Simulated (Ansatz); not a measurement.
Input for Ansatz (a program for electronic structure): U-r2SCAN/cc-pVTZ on GaH3Se (SMILES [GaH2][SeH]), a point of a bond scan (R = 1.405 Å).

Ansatz 0.2 input:
```yaml
crystal:
  periodic: [false, false, false]
  atoms:
    - {symbol: Ga, position_ang: [0.27485932, 0.01121965, -1.15295017]}
    - {symbol: H, position_ang: [-0.69589465, -0.51729423, -2.02052061]}
    - {symbol: H, position_ang: [1.66169621, 0.60371444, -1.55587958]}
    - {symbol: Se, position_ang: [-0.30399105, -0.02839877, 1.11359069]}
    - {symbol: H, position_ang: [0.95711690, 0.59005271, 1.55216865]}
basis:
  gaussian:
    orbitals: cc-pVTZ
hamiltonian:
  xc: {name: r2SCAN}
magnetization: {spin_polarized: true, initial_magnetization: 0}
```

Task: Give the final energy of this run.

Result: -4328.2812 hartree.

Task: How many basis functions does it have, and what does it roughly cost on one machine?

Result: 128 functions; roughly 8 core-seconds.
